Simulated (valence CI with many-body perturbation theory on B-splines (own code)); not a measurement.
## Pd30+: one-electron terms

Calculated by valence CI with perturbative core correlation (CI+MBPT): six valence electrons over a frozen Dirac-Fock core [Ne], a basis of 9 s, 9 p, 8 d, 6 f, 3 g, 1 h functions for each j, with the one-electron correlation potential Σ1, the two-electron term Σ2, the three-electron term Σ3, Breit, model QED; selected CI, second order for the rest, scaled by the run's own slope (own B-spline code, finite nucleus).

No measured spectrum was set against this ion. As an estimate, large intervals hold to a few tenths of a per cent, small ones and those within an open d or f shell to about a per cent. Among the levels kept, up to 1500 cm⁻¹ of a level comes from second order outside the variational space, and about a tenth of that is noise between levels of different J, which matters for small intervals.

These are the spectroscopic orbitals of the CI (the correlating ones are not listed), shaped by the core and the other valence electrons. h is the expectation value of the core's Dirac-Fock operator, without the valence repulsion; Σ1 is computed up to l = 3 at one energy for each symmetry, that of its lowest orbital but kept below the first core excitation, so for empty shells it is not the orbital's own correlation shift; Breit and QED include the response of the core.

```csv
Orbital,h (hartree),Σ1 (cm⁻¹),Breit (cm⁻¹),QED (cm⁻¹),⟨r⟩ (bohr)
3s1/2,-82.567,-6077,7949,5879,0.3397
4s1/2,-44.625,-1928,2949,2236,0.6430
5s1/2,-27.881,-860,1382,1064,1.046
6s1/2,-19.063,-464,764,591,1.544
3p1/2,-79.598,-7588,13042,-192,0.3261
4p1/2,-43.378,-2388,4908,-68.6,0.6374
5p1/2,-27.251,-1075,2344,-32.1,1.048
6p1/2,-18.703,-583,1308,-17.7,1.553
3p3/2,-78.068,-7119,7975,381,0.3335
4p3/2,-42.76,-2282,2969,149,0.6474
5p3/2,-26.943,-1035,1471,72.5,1.060
6p3/2,-18.527,-563,820,40.8,1.568
3d3/2,-74.233,-8597,5811,-229,0.2920
4d3/2,-41.249,-2284,2019,-77.1,0.6197
5d3/2,-26.203,-1005,956,-36.3,1.042
3d5/2,-73.895,-8200,2695,-40.2,0.2942
4d5/2,-41.105,-2176,931,-4.8,0.6224
5d5/2,-26.128,-957,448,-0.6,1.045
4f5/2,-40.259,-1710,146,-23.0,0.5543
5f5/2,-25.7,-847,101,-12.7,0.9858
4f7/2,-40.2,-1677,29.6,6.0,0.5555
5f7/2,-25.669,-829,20.4,2.0,0.9872
5g7/2,-25.504,,2.2,-4.4,0.8794
5g9/2,-25.487,,0.2,3.3,0.8802
```

Among the shells of the start configuration 3s2 3p4, Σ1 is largest in size for 3p1/2, where it is 0.043 % of h.

Lowest root of each symmetry, sizes in configuration state functions:

```csv
J,Parity,Roots,Reference,Variational,Second order,Change by selected CI (cm⁻¹),Change by second order (cm⁻¹)
0,even,3,19,60713,484682,-25088,-20
1,even,2,32,55600,1219477,-25198,-162
2,even,3,47,52533,1867458,-25467,-202
0,odd,5,32,59950,517284,-25588,-48
1,odd,10,84,59957,1779054,-22805,-586
2,odd,10,106,57033,3051726,-19136,-1150
3,odd,8,98,55175,3616780,-25354,-1338
4,odd,5,69,54821,3142247,-25548,-1098
5,odd,1,38,57082,1516000,-29546,-684
```
